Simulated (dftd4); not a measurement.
C₅H₁₀BO₂ (SMILES C[C]1OBOC1(C)C), doublet, geometry from GFN2-xTB; D4 for revpbe (dftd4).

Input for dftd4:
```
$ dftd4 mol.xyz --func revpbe --charge 0 --json dftd4.json --noedisp --grad

# file mol.xyz
18

C      1.38783337    -1.67713362    -0.49869636
C      0.79873560    -0.41684391     0.00159427
O      1.56256697     0.70592981     0.12310994
B      0.71090051     1.76643767     0.29491471
O     -0.59015660     1.38139942     0.26214498
C     -0.65228721    -0.03006612     0.05195812
C     -1.39560536    -0.31547624    -1.26577292
C     -1.40075495    -0.68264337     1.22658614
H      2.42266284    -1.74844629    -0.17117652
H      1.38034292    -1.73094878    -1.59463291
H      0.82869591    -2.53095126    -0.11943654
H      1.06725639     2.85930756     0.44861849
H     -2.40410858     0.08499364    -1.20716015
H     -0.87726423     0.16310918    -2.09326871
H     -1.44018145    -1.38639621    -1.44029850
H     -0.89157880    -0.45513150     2.15976303
H     -2.41410674    -0.29358893     1.27639362
H     -1.43303248    -1.75979002     1.09056981
```

What the program printed (banner, timings and long lists left out):

```
                    ____  _____ _____     ____  _  _
      -------------|  _ \|  ___|_   _|---|  _ \| || |------------
     |             | | | | |_    | | ___ | | | | || |_           |
     |             | |_| |  _|   | ||___|| |_| |__   _|          |
     |             |____/|_|     |_|     |____/   |_|            |
     |             ===================================           |
     |            E. Caldeweyher, S. Ehlert & S. Grimme          |
     |          Mulliken Center for Theoretical Chemistry        |
     |                    University of Bonn                     |
      -----------------------------------------------------------

Rational (Becke-Johnson) damping: revpbe-D4-ATM
---------------------
  s6         1.0000
  s8         1.7468
  s9         1.0000
  a1         0.5363
  a2         3.0726
 alp        16.0000
--------------------

Dispersion energy:      -5.2468205761217E-02 Eh

Gradient norm:           5.6827500984860E-03 Eh/a0
--------------------------------------------------
     #    Z           dE/dx      dE/dy      dE/dz
--------------------------------------------------
     1    6 C     1.596E-03 -1.732E-03 -4.514E-04
     2    6 C     1.383E-03  2.430E-04  1.089E-04
     3    8 O     1.364E-03  8.846E-04  2.278E-04
     4    5 B     7.140E-04  1.268E-03  2.280E-04
     5    8 O    -1.629E-04  1.571E-03  2.661E-04
     6    6 C    -5.346E-04  5.175E-04  1.753E-04
     7    6 C    -1.640E-03 -2.026E-04 -1.808E-03
     8    6 C    -1.451E-03 -7.846E-04  1.712E-03
     9    1 H     2.821E-04 -3.034E-04 -3.446E-05
    10    1 H     4.281E-04 -4.137E-04 -2.901E-04
    11    1 H     4.332E-04 -6.024E-04 -5.172E-05
    12    1 H     1.397E-04  4.029E-04  5.629E-05
    13    1 H    -4.521E-04  3.539E-05 -4.943E-04
    14    1 H    -3.787E-04  5.671E-05 -7.082E-04
    15    1 H    -5.435E-04 -2.197E-04 -6.466E-04
    16    1 H    -2.930E-04 -1.982E-04  6.496E-04
    17    1 H    -4.395E-04 -1.162E-04  4.836E-04
    18    1 H    -4.448E-04 -4.066E-04  5.769E-04
--------------------------------------------------

Virial:
--------------------------------------------------
      component           x          y          z
--------------------------------------------------
          x       3.150E-02  7.052E-05 -8.829E-04
          y       7.052E-05  2.551E-02  2.228E-03
          z      -8.829E-04  2.228E-03  2.069E-02
--------------------------------------------------

[Info] Dispersion results written to 'dftd4.txt'
[Info] JSON dump of results written to 'dftd4.json'
```
